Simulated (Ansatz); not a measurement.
SiHBr (SMILES [SiH]Br): methods side by side

SiHBr: 3 atoms, total charge 0, spin state singlet. As SMILES, `[SiH]Br`. The coordinates come from a PBE0-D4/def2-TZVP relaxation.

```xyz
3

Si   -0.6247    0.5219   -0.2961
Br    1.3409    0.4015    0.7814
H    -0.7271   -0.9883   -0.4986
```

Each level gives the energy change with the Si1–Br2 bond stretched from 2.245 to 5.612 Å (eV). The values are calculated.

| level | kind | program | value (eV) | less FCI/STO-3G |
| --- | --- | --- | --- | --- |
| HF/STO-3G (restricted) | Hartree–Fock | Ansatz | 7.27 | +2.98 |
| SVWN5/STO-3G (restricted) | LDA | Ansatz | 5.49 | +1.20 |
| BLYP/STO-3G (restricted) | GGA | Ansatz | 4.93 | +0.64 |
| B3LYP/STO-3G (restricted) | global hybrid | Ansatz | 5.64 | +1.35 |
| BHLYP/STO-3G (restricted) | global hybrid | Ansatz | 6.41 | +2.12 |
| PBE0/STO-3G (restricted) | global hybrid | Ansatz | 5.96 | +1.67 |
| CAM-B3LYP/STO-3G (restricted) | range-separated hybrid | Ansatz | 6.47 | +2.18 |
| B2PLYP/STO-3G (restricted) | double hybrid | Ansatz | 4.64 | +0.35 |
| FCI/STO-3G | exact in the basis | Ansatz | 4.29 | 0.00 |

FCI/STO-3G is exact within its basis and frozen core, so for wave-function methods in that basis the difference is their error; functionals converge differently with the basis, so for them it is only a difference. A spin-restricted reference rises too steeply as a bond breaks; here HF/STO-3G, SVWN5/STO-3G, BLYP/STO-3G, B3LYP/STO-3G, BHLYP/STO-3G, PBE0/STO-3G, CAM-B3LYP/STO-3G lie well above the multireference or unrestricted value. All-electron rows without a relativistic Hamiltonian named are non-relativistic. The first shape isn't each level's own minimum. The values span 4.29 to 7.27 eV. All rows use very small basis sets, so none should be taken for the real molecule's value.
